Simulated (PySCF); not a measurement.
Excitations are Tamm–Dancoff values on a coarser integration grid. The basis has no diffuse functions, so Rydberg states are missing or too high.

C5H5NS, SMILES `c1cnccc1S` (H–S–C–C torsion 0°) (charge 0, multiplicity 1)

Level of theory: PBE-D3(BJ)/def2-TZVP // PBE-D3(BJ)/def2-SVP in PySCF 2.14.0.

The HOMO is -5.95 eV and the dipole moment is 2.02 D. The LUMO is -1.86 eV. The HOMO–LUMO gap comes out as 4.09 eV. The S1 excitation (TDA) is 4.37 eV and the S1 oscillator strength is 0.000. The T1 excitation (TDA) comes out as 3.71 eV, the S1–T1 gap (TDA) is 0.66 eV and the total energy is -646.1111 Ha. The cost is roughly 14 core-minutes.

```xyz
12

S      2.4130    -1.1227     0.0007
C      0.7949    -0.4105    -0.0021
C      0.5460     0.9751     0.0753
C     -0.7842     1.4196     0.0647
N     -1.8518     0.6097    -0.0150
C     -1.6031    -0.7084    -0.0885
C     -0.3196    -1.2716    -0.0863
H      3.0941     0.0532     0.0930
H      1.3716     1.7000     0.1430
H     -0.9915     2.5036     0.1250
H     -2.4842    -1.3722    -0.1542
H     -0.1900    -2.3627    -0.1493
```
Charge 0, spin multiplicity 1.
